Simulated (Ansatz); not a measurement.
Mulliken charges of F₄Se, SMILES `F[Se](F)(F)F` from PBE/def2-TZVPP in Ansatz (PBE0-D4/def2-TZVP geometry).

| atom | x (Å) | y (Å) | z (Å) | charge (e) |
| --- | --- | --- | --- | --- |
| F1 | 0.361 | -0.798 | 1.121 | -0.191 |
| Se2 | 0.268 | -0.097 | -0.415 | 0.979 |
| F3 | -0.977 | 1.021 | -0.170 | -0.191 |
| F4 | -1.012 | -1.278 | -0.752 | -0.299 |
| F5 | 1.359 | 1.152 | 0.215 | -0.299 |

By hand: the dipole of these point charges (1 e Å = 4.8032 D).

Σ q r = (0.276, -0.100, -0.427) e Å, of length 0.518 e Å = 2.49 D.

How does the dipole of the full density compare? (Estimate.)

Computed: (0.183, -0.066, -0.282) e Å, 1.65 D; the point charges give 1.51 times that, at 0° from its direction.

Point charges leave out the atoms' own dipoles, such as those of lone pairs, and Mulliken's split depends on the basis, so the two needn't agree.
